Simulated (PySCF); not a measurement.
Bonds (- single, = double, # triple, : aromatic): O1=C2 1.206 Å, C2-O3 1.346 Å, C2-C4 1.429 Å, C4#C5 1.206 Å, C5-C6 1.428 Å, C6-Si7 1.922 Å. O3 carries H8; C6 carries H9, H10; Si7 carries H11, H12, H13.

Geometry: GFN2-xTB; GIAO absolute shieldings from PySCF 2.14, gas phase, non-relativistic, averaged over equivalent atoms.

At BLYP/pcSseg-0 (79 basis functions, of the order of 24 core-seconds):
| atoms | σ (ppm) |
| --- | --- |
| O1 | -138.6 |
| O3 | 102.7 |
| C2 | 25.0 |
| C5 | 91.5 |
| C4 | 108.5 |
| C6 | 187.2 |
| Si7 | 424.7 |
| H8 | 28.17 |
| H11/H12/H13 | 29.22 |
| H9/H10 | 31.47 |

Predict the values at PBE0/pcSseg-1 on the same geometry.

Results:


```csv
atoms,σ at PBE0/pcSseg-1,change
O1,-115.7,+22.9
O3,118.9,+16.2
C2,28.4,+3.4
C5,89.0,-2.5
C4,109.5,+1.0
C6,186.1,-1.1
Si7,416.4,-8.3
H8,25.58,-2.59
H11/H12/H13,27.64,-1.58
H9/H10,29.71,-1.76
```

The largest change is at O1 (carbonyl oxygen). Cost: 156 basis functions, roughly 50 core-seconds. The order of the carbon signals is the same at both levels.

The C=O carbon of an acid or of an amide with N–H lies up to 10 ppm further downfield in solution, through hydrogen bonding that the calculation lacks.
